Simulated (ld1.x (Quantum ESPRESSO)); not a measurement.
# PBE TM dataset for mercury, scalar-relativistic all-electron reference.

ld1.x (Quantum ESPRESSO) 7.5 was run on this input:

```
&input
   title='Hg', zed=80., rel=1, dft='PBE', iswitch=3,
   config='[Xe] 4f14 5d9 6s0 6p0',
   nld=3, rlderiv=2.20, eminld=-9.0, emaxld=5.0, deld=0.04
 /
 &inputp
   pseudotype=2, tm=.true., lloc=-1, rcloc=0.85,
   nlcc=.true.,
   file_pseudopw='Hg.UPF', file_wfcaegen='ae.wfc', file_wfcncgen='nc.wfc', file_beta='beta', file_chi='chi'
 /
3
6S  1  0   0.00   0.00  1.60  1.60  0.0
5P  2  1   6.00   0.00  1.10  1.10  0.0
5D  3  2   9.00   0.00  2.00  2.00  0.0
 &test
   configts(1)='5p6 5d9 6s0 6p0'
 /
```

Command:

```bash
ld1.x < Hg.in > Hg.out
```

Resulting log (shortened: banner, matrices, multipoles, cross overlaps and the repeated all-electron block are left out):

```
Program LD1 v.7.5
     --------------------------- All-electron run ----------------------------

     Hg
     scalar relativistic calculation

     atomic number is 80.00
     dft =PBE   lsd =0 sic =0 latt =0  beta=0.20 tr2=1.0E-14
     Exchange-correlation= PBE
                           (   1   4   3   4   0   0   0)
     mesh =1279 r(mesh) =  98.78773 a.u. xmin = -7.00 dx = 0.01250
     1 Ry =  13.60569312 eV, c = 137.03599908

     n l     nl                  e(Ry)          e(Ha)          e(eV)
     1 0     1S 1( 2.00)     -6116.7678     -3058.3839    -83222.8654
     2 0     2S 1( 2.00)     -1086.1558      -543.0779    -14777.9020
     2 1     2P 1( 6.00)      -936.7833      -468.3917    -12745.5864
     3 0     3S 1( 2.00)      -259.6819      -129.8410     -3533.1524
     3 1     3P 1( 6.00)      -216.5353      -108.2677     -2946.1129
     4 0     4S 1( 2.00)       -59.0743       -29.5371      -803.7468
     4 1     4P 1( 6.00)       -44.9317       -22.4658      -611.3267
     3 2     3D 1(10.00)      -171.1958       -85.5979     -2329.2373
     5 0     5S 1( 2.00)       -11.2032        -5.6016      -152.4269
     5 1     5P 1( 6.00)        -7.3902        -3.6951      -100.5490
     4 2     4D 1(10.00)       -28.1662       -14.0831      -383.2207
     4 3     4F 1(14.00)        -9.5802        -4.7901      -130.3453
     5 2     5D 1( 9.00)        -3.1221        -1.5610       -42.4779
     6 0     6S 1( 0.00)        -2.5103        -1.2551       -34.1542
     6 1     6P 1( 0.00)        -1.7707        -0.8853       -24.0912

     final scf error:  3.2E-15 reached in  30 iterations

     Etot =  -39240.641436 Ry,  -19620.320718 Ha, -533896.125329 eV

     Ekin =   44064.348421 Ry,   22032.174211 Ha,  599526.002281 eV
     Encl =  -97579.717702 Ry,  -48789.858851 Ha,-1327639.694084 eV
     Eh   =   15013.267445 Ry,    7506.633723 Ha,  204265.909634 eV
     Exc  =    -738.539600 Ry,    -369.269800 Ha,  -10048.343160 eV

     normalization and overlap integrals

     s(1S/1S) =  1.000000  <r> =   0.0166  <r2> =    0.0004  r(max) =   0.0102
     s(2S/2S) =  1.000000  <r> =   0.0699  <r2> =    0.0058  r(max) =   0.0589
     s(2P/2P) =  1.000000  <r> =   0.0633  <r2> =    0.0049  r(max) =   0.0488
     s(3S/3S) =  1.000000  <r> =   0.1806  <r2> =    0.0373  r(max) =   0.1662
     s(3P/3P) =  1.000000  <r> =   0.1821  <r2> =    0.0385  r(max) =   0.1662
     s(4S/4S) =  1.000000  <r> =   0.3992  <r2> =    0.1798  r(max) =   0.3746
     s(4P/4P) =  1.000000  <r> =   0.4254  <r2> =    0.2056  r(max) =   0.3938
     s(3D/3D) =  1.000000  <r> =   0.1650  <r2> =    0.0319  r(max) =   0.1361
     s(5S/5S) =  1.000000  <r> =   0.8999  <r2> =    0.9077  r(max) =   0.8232
     s(5P/5P) =  1.000000  <r> =   1.0333  <r2> =    1.2046  r(max) =   0.9328
     s(4D/4D) =  1.000000  <r> =   0.4489  <r2> =    0.2327  r(max) =   0.4037
     s(4F/4F) =  1.000000  <r> =   0.4823  <r2> =    0.2806  r(max) =   0.3653
     s(5D/5D) =  1.000000  <r> =   1.3853  <r2> =    2.2206  r(max) =   1.1394
     s(6S/6S) =  1.000000  <r> =   2.2284  <r2> =    5.5458  r(max) =   1.9997
     s(6P/6P) =  1.000000  <r> =   2.7358  <r2> =    8.3582  r(max) =   2.4424

     ------------------------ End of All-electron run ------------------------

     --------------------- Generating NC pseudopotential ---------------------

      Generating local potential from pseudized AE potential:
      Matching radius rcloc =   0.8500

      Local pseudo, rcloc= 0.855 Estimated cut-off energy=    33.31 Ry

      Computing core charge for nlcc:

       r > 0.75 : true rho core
       r < 0.75 : rho core = a sin(br)/r    a=  46.88  b=   3.49

      Integrated core pseudo-charge :  14.34

      Wfc   6S  rcut= 1.597  Using Troullier-Martins method

      Wfc   5P  rcut= 1.097  Using Troullier-Martins method

      Wfc   5D  rcut= 2.000  Using Troullier-Martins method

     ------------------- End of pseudopotential generation -------------------

     Computing logarithmic derivative in   2.19623

       Warning: n=3, l=1 expected 1 nodes, found 2
       Setting wfc to zero for this iteration
       (This warning will only be printed once per wavefunction)

     Computing logarithmic derivative in   2.19623
     Computing the partial wave expansion
     R is outside the sphere for l=    0 j= 0.00
     R is outside the sphere for l=    1 j= 0.00
     R is outside the sphere for l=    2 j= 0.00

     ---------------------- Testing the pseudopotential ----------------------

     Hg
     scalar relativistic calculation

     atomic number is 80.00   valence charge is 18.00
     dft =PBE   lsd =0 sic =0 latt =0  beta=0.20 tr2=1.0E-14
     mesh =1279 r(mesh) =  98.78773 xmin = -7.00 dx = 0.01250

     n l     nl             e AE (Ry)        e PS (Ry)    De AE-PS (Ry)
     2 1     5P   1( 6.00)       -7.39022       -7.39032        0.00011
     3 2     5D   1( 9.00)       -3.12207       -3.12207        0.00000
     1 0     6S   1( 0.00)       -2.51028       -2.51027       -0.00001
     3 1     6P   1( 0.00)       -1.77067       -2.12104        0.35037  !

     eps = 4.5E-18  iter =  6

     Etot =  -39240.641436 Ry,  -19620.320718 Ha, -533896.125329 eV
     Etotps =  -268.415985 Ry,    -134.207993 Ha,   -3651.985528 eV

     Ekin =      87.318023 Ry,      43.659011 Ha,    1188.022224 eV
     Encl =    -498.549587 Ry,    -249.274794 Ha,   -6783.112688 eV
     Ehrt =     162.456962 Ry,      81.228481 Ha,    2210.339570 eV
     Ecxc =     -65.308083 Ry,     -32.654042 Ha,    -888.561739 eV
     (Ecc =     -38.106024 Ry,     -19.053012 Ha,    -518.458869 eV)
     Epseu=      45.666700 Ry,      22.833350 Ha,     621.327105 eV

     ---------------------- End of pseudopotential test ----------------------
```

Note: ghost states, extra bound levels that the all-electron valence spectrum of the same l lacks: s at -423.0 eV, s at -100.6 eV. A true bound ghost makes a file unfit for plane-wave use.

Generation and configuration tests took about 2.4 s on one core of a shared server CPU.

Transferability test of the new file with ld1.x, input:

```
&input
   title='Hg', zed=80., rel=1, dft='PBE', iswitch=2,
   config='[Xe] 4f14 5d9 6s0 6p0'
 /
 &test
   file_pseudo='Hg.UPF', nconf=8,
   configts(1)='5p6 5d9 6s0 6p0',
   configts(2)='5p6 5d10 6s2 6p0',
   configts(3)='5p6 5d10 6s1 6p0',
   configts(4)='5p6 5d10 6s0 6p0',
   configts(5)='5p6 5d10 6s0 6p2',
   configts(6)='5p6 5d10 6s0 6p1',
   configts(7)='5p6 5d10 6s1 6p1',
   configts(8)='5p6 5d9 6s2 6p1'
 /
```

```bash
ld1.x < Hg.test.in > Hg.test.out
```

Pseudopotential blocks of its output, shortened (energy terms left out; the distinct warnings before each block abridged to one line each):

```
     Warning: n=3, l=1 expected 1 nodes, found 2
     ---------------------- Testing the pseudopotential ----------------------

     n l     nl             e AE (Ry)        e PS (Ry)    De AE-PS (Ry)
     2 1     5P   1( 6.00)       -7.39022       -7.39032        0.00011
     3 2     5D   1( 9.00)       -3.12207       -3.12207        0.00000
     1 0     6S   1( 0.00)       -2.51028       -2.51027       -0.00001
     3 1     6P   1( 0.00)       -1.77067       -2.12104        0.35037  !

     eps = 4.2E-16  iter =  6

     Etot =  -39240.641436 Ry,  -19620.320718 Ha, -533896.125328 eV
     Etotps =  -268.415985 Ry,    -134.207993 Ha,   -3651.985526 eV

     ---------------------- End of pseudopotential test ----------------------

          ---------------------- Testing the pseudopotential ----------------------

     n l     nl             e AE (Ry)        e PS (Ry)    De AE-PS (Ry)
     2 1     5P   1( 6.00)       -4.88878       -4.89031        0.00153
     3 2     5D   1(10.00)       -0.72470       -0.72507        0.00037
     1 0     6S   1( 2.00)       -0.50100       -0.50015       -0.00085
     3 1     6P   1( 0.00)       -0.07687       -0.09994        0.02306  !

     eps = 7.3E-15  iter = 12

     Etot =  -39245.432733 Ry,  -19622.716367 Ha, -533961.314250 eV
     Etotps =  -273.208010 Ry,    -136.604005 Ha,   -3717.184337 eV
     dEtot_ae =      -4.791297 Ry
     dEtot_ps =      -4.792024 Ry,   Delta E=       0.000727 Ry

     ---------------------- End of pseudopotential test ----------------------

          ---------------------- Testing the pseudopotential ----------------------

     n l     nl             e AE (Ry)        e PS (Ry)    De AE-PS (Ry)
     2 1     5P   1( 6.00)       -5.55824       -5.55922        0.00098
     3 2     5D   1(10.00)       -1.38485       -1.38501        0.00016
     1 0     6S   1( 1.00)       -1.08135       -1.08090       -0.00046
     3 1     6P   1( 0.00)       -0.54743       -0.63513        0.08770  !

     eps = 6.8E-16  iter = 15

     Etot =  -39244.647215 Ry,  -19622.323607 Ha, -533950.626722 eV
     Etotps =  -272.422900 Ry,    -136.211450 Ha,   -3706.502379 eV
     dEtot_ae =      -4.005779 Ry
     dEtot_ps =      -4.006915 Ry,   Delta E=       0.001136 Ry

     ---------------------- End of pseudopotential test ----------------------

          ---------------------- Testing the pseudopotential ----------------------

     n l     nl             e AE (Ry)        e PS (Ry)    De AE-PS (Ry)
     2 1     5P   1( 6.00)       -6.30509       -6.30533        0.00024
     3 2     5D   1(10.00)       -2.11540       -2.11548        0.00007
     1 0     6S   1( 0.00)       -1.71684       -1.71735        0.00052
     3 1     6P   1( 0.00)       -1.09195       -1.24788        0.15593  !

     eps = 8.7E-15  iter = 11

     Etot =  -39243.252559 Ry,  -19621.626280 Ha, -533931.651471 eV
     Etotps =  -271.027766 Ry,    -135.513883 Ha,   -3687.520607 eV
     dEtot_ae =      -2.611123 Ry
     dEtot_ps =      -2.611780 Ry,   Delta E=       0.000657 Ry

     ---------------------- End of pseudopotential test ----------------------

          ---------------------- Testing the pseudopotential ----------------------

     n l     nl             e AE (Ry)        e PS (Ry)    De AE-PS (Ry)
     2 1     5P   1( 6.00)       -5.19620       -5.06805       -0.12815  !
     3 2     5D   1(10.00)       -1.01557       -0.91615       -0.09943  !
     1 0     6S   1( 0.00)       -0.70677       -0.64575       -0.06102  !
     3 1     6P   1( 2.00)       -0.21092       -0.21648        0.00556  !

     eps = 5.5E-15  iter = 18

     Etot =  -39244.508454 Ry,  -19622.254227 Ha, -533948.738793 eV
     Etotps =  -272.392269 Ry,    -136.196134 Ha,   -3706.085616 eV
     dEtot_ae =      -3.867018 Ry
     dEtot_ps =      -3.976283 Ry,   Delta E=       0.109265 Ry

     ---------------------- End of pseudopotential test ----------------------

          ---------------------- Testing the pseudopotential ----------------------

     n l     nl             e AE (Ry)        e PS (Ry)    De AE-PS (Ry)
     2 1     5P   1( 6.00)       -5.69750       -5.60252       -0.09498  !
     3 2     5D   1(10.00)       -1.51465       -1.44370       -0.07095  !
     1 0     6S   1( 0.00)       -1.17228       -1.12999       -0.04229  !
     3 1     6P   1( 1.00)       -0.61591       -0.65987        0.04396  !

     eps = 3.7E-15  iter = 14

     Etot =  -39244.102581 Ry,  -19622.051290 Ha, -533943.216600 eV
     Etotps =  -271.964073 Ry,    -135.982036 Ha,   -3700.259713 eV
     dEtot_ae =      -3.461145 Ry
     dEtot_ps =      -3.548087 Ry,   Delta E=       0.086943 Ry

     ---------------------- End of pseudopotential test ----------------------

          ---------------------- Testing the pseudopotential ----------------------

     n l     nl             e AE (Ry)        e PS (Ry)    De AE-PS (Ry)
     2 1     5P   1( 6.00)       -5.05620       -4.98571       -0.07049  !
     3 2     5D   1(10.00)       -0.88438       -0.82749       -0.05689  !
     1 0     6S   1( 1.00)       -0.61674       -0.57914       -0.03760  !
     3 1     6P   1( 1.00)       -0.15271       -0.17070        0.01799  !

     eps = 2.2E-15  iter = 20

     Etot =  -39244.988876 Ry,  -19622.494438 Ha, -533955.275259 eV
     Etotps =  -272.811401 Ry,    -136.405701 Ha,   -3711.788206 eV
     dEtot_ae =      -4.347440 Ry
     dEtot_ps =      -4.395416 Ry,   Delta E=       0.047976 Ry

     ---------------------- End of pseudopotential test ----------------------

          ---------------------- Testing the pseudopotential ----------------------

     n l     nl             e AE (Ry)        e PS (Ry)    De AE-PS (Ry)
     2 1     5P   1( 6.00)       -5.27771       -5.18302       -0.09469  !
     3 2     5D   1( 9.00)       -1.05159       -0.97712       -0.07447  !
     1 0     6S   1( 2.00)       -0.68137       -0.63379       -0.04758  !
     3 1     6P   1( 1.00)       -0.17516       -0.20583        0.03067  !

     eps = 7.7E-15  iter = 18

     Etot =  -39244.670417 Ry,  -19622.335208 Ha, -533950.942405 eV
     Etotps =  -272.516059 Ry,    -136.258030 Ha,   -3707.769872 eV
     dEtot_ae =      -4.028981 Ry
     dEtot_ps =      -4.100074 Ry,   Delta E=       0.071093 Ry

     ---------------------- End of pseudopotential test ----------------------
```
